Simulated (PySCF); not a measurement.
ZrCl₃, SMILES [Cl][Zr]([Cl])[Cl] (connectivity only; charge and spin as stated), neutral, multiplicity 2.

Geometry optimised at r2SCAN-D4/def2-SVP. The spin state was assumed, not searched. The isomer is the one that the SMILES or the coordinates give; other isomers of the formula were not compared. The def2 effective core potentials stand for the cores of Zr; spin–orbit coupling is left out.

These are r2SCAN/def2-TZVPD run with PySCF values and carry that method's errors.

Isolated molecule, no solvent.

Computed frontier levels, dipole moment and polarisability:
```json
{
  "α spin, highest occupied and lowest empty level": "-5.47 and -3.49 eV",
  "β spin, highest occupied and lowest empty level": "-8.63 and -3.02 eV",
  "dipole_moment": "0.000 e·Å",
  "quadrupole, principal values (traceless, Buckingham form, about the centre of nuclear charge)": "-2.81, -2.81, 5.63 D·Å",
  "mean_static_polarisability": "89.5 bohr³ (13.26 Å³)",
  "polarisability_principal_values": "78.1, 95.2, 95.2 bohr³",
  "⟨S²⟩": "0.754 (pure state 0.75)"
}
```
